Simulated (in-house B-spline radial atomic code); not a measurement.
A fraction x of an electron is removed from 4p in neutral germanium, starting from [Ar] 3d10 4s2 4p2 and keeping the highest spin. Level of theory: non-relativistic BP86, spin-polarised, spherical fractional occupations, point nucleus; calculated with a radial B-spline atomic code at the basis-set limit.

```csv
x,E(x) - E(0) (eV),4p up level (eV)
0,0.0000,-4.525
0.07,0.3331,-4.993
0.23,1.2193,-6.091
0.36,2.0706,-7.010
0.42,2.5041,-7.441
0.5,3.1226,-8.023
0.74,5.2619,-9.814
0.86,6.4946,-10.733
0.89,6.8200,-10.965
1,8.0732,-11.822
```

The exact functional would give a straight line between the two integer points. Deviations E(x) - E(0) - x[E(1) - E(0)], in eV: -0.232 at x = 0.07, -0.638 at x = 0.23, -0.836 at x = 0.36, -0.887 at x = 0.42, -0.914 at x = 0.5, -0.712 at x = 0.74, -0.448 at x = 0.86, -0.365 at x = 0.89.

The curve lies below the straight line by up to 0.914 eV (at x = 0.5): convex, the delocalisation error that favours fractional charges.

Q: How well does Slater's transition state (minus the level at half occupation) give the ionisation energy?

A: It gives 8.023 eV against 8.073 eV from the two total energies; NIST lists 7.90 eV, ground level to ground level.
